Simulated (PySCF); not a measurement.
Sn(iPr)(OH)3, SMILES [CH](C)([Sn]([OH])([OH])[OH])C (C3H10O3Sn) (GFN2-xTB optimised geometry):

```
17

C     -1.409     0.025     2.967
C     -1.573    -0.739     1.676
C     -0.942    -2.109     1.709
Sn    -0.683     0.448     0.000
O      1.307     0.448     0.000
O     -1.155     2.381     0.000
O     -1.154    -0.146    -1.840
H     -0.360     0.100     3.244
H     -1.821     1.029     2.891
H     -1.936    -0.503     3.763
H     -2.625    -0.804     1.395
H     -1.404    -2.695     2.505
H      0.125    -2.044     1.910
H     -1.087    -2.637     0.769
H      1.677     1.317     0.151
H     -1.677     2.637    -0.759
H     -0.420    -0.544    -2.306
```

Level of theory: CAM-B3LYP/def2-SVP, def2 effective core potentials past Kr run with PySCF.

What are the frontier orbital energies and the dipole moment?

HOMO-2 -9.56 eV, HOMO-1 -9.54 eV, HOMO -8.78 eV, LUMO 0.30 eV, LUMO+1 1.87 eV; dipole moment 1.88 D.
